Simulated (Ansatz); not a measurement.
Cost and result for the atomization energy of FGeH5O2Si, SMILES `[OH][Ge]([OH])([F])[SiH3]` (10 atoms, 9 bonds).

Z-matrix (Å, degrees):
```
Ge
O 1 1.758
F 1 1.747 2 108.8
O 1 1.768 2 107.2 3 -111.0
Si 1 2.379 2 110.1 3 120.5
H 2 0.962 1 112.3 3 77.0
H 4 0.961 1 111.7 2 131.1
H 5 1.483 1 107.9 2 -176.2
H 5 1.482 1 108.5 2 -56.2
H 5 1.482 1 108.3 2 64.2
```

The species carries charge 0 and has multiplicity 1. Correlated methods include outer-core shells of Ge, which these sets cover unevenly. Scalar relativity is left out up to krypton. Geometry: relaxed with PBE0-D4/def2-TZVP. It is one conformer, not always the lowest. Program: Ansatz. All runs use 4 threads of an Arm Neoverse V2 on a shared host. Times are those of one run each, without the atoms' runs, and a repeat can differ threefold. Electronic energies, without spin–orbit coupling; frozen cores. CCSD(T)/CBS adds CCSD(T) − MP2 in def2-TZVPP to the MP2 limit, and its time is that of the two runs behind it. T1 = 0.013. With those shells the extrapolation isn't a true limit. B3LYP takes the VWN-RPA correlation (the form of Gaussian; ORCA's B3LYP/G). HSE06 is the plane-wave form, built on full-range PBE exchange.

CCSD(T)/CBS is a level of theory with its own doubt, some kJ/mol a heavy atom from the limit and from the frozen cores, so smaller differences don't rank the functionals.

```csv
level,functions,wall time,atomization (kcal/mol),difference from CCSD(T)/CBS,per bond
PBE-D4/def2-TZVPP (with forces),253,2.4 s,813.3,-0.4,0.0
PBE0-D4/def2-TZVPP,253,3.3 s,793.6,-20.1,-2.2
HSE06-D4/def2-TZVPP,253,3.5 s,794.0,-19.7,-2.2
BHLYP-D4/def2-TZVPP,253,3.6 s,772.2,-41.5,-4.6
CAM-B3LYP-D4/def2-TZVPP,253,3.8 s,808.2,-5.5,-0.6
B3LYP-D4/def2-TZVPP (with forces),253,4.8 s,800.1,-13.6,-1.5
B2PLYP/def2-TZVPP,253,6 s,796.4,-17.3,-1.9
PBE-QIDH/def2-TZVPP,253,6 s,794.4,-19.3,-2.1
B97M-V/def2-TZVPP,253,9 s,808.6,-5.1,-0.6
CCSD(T)/def2-SVP,117,9.5 s,744.7,-69.0,-7.7
MP2/def2-QZVPP,480,22 s,821.8,8.1,0.9
CCSD(T)/def2-TZVPP,253,4.4 min,790.8,-22.9,-2.5
CCSD(T)/CBS(def2),–,4.7 min,813.7,0.0,0.0
```

From PBE to PBE0 (25 % exact exchange), in def2-TZVPP and without D4, the atomization energy moves by −19.0 kcal/mol: exact exchange takes away binding that semilocal exchange gives to molecules. In def2-TZVPP, CCSD(T) changes the Hartree–Fock value by +227.5 kcal/mol (the triples alone add +13.2 kcal/mol) and MP2 by +244.8 kcal/mol; breaking electron pairs costs correlation energy, which Hartree–Fock lacks. At CCSD(T), def2-SVP lies −69.0 kcal/mol from the extrapolated value and def2-TZVPP −22.9 kcal/mol: correlation converges slowly with the basis, and small sets miss more of it in the bonded molecule than in its fragments.

For some Ge, Se and Sn compounds the MP2-based and the directly extrapolated limit differ by 10 to 25 kJ/mol.
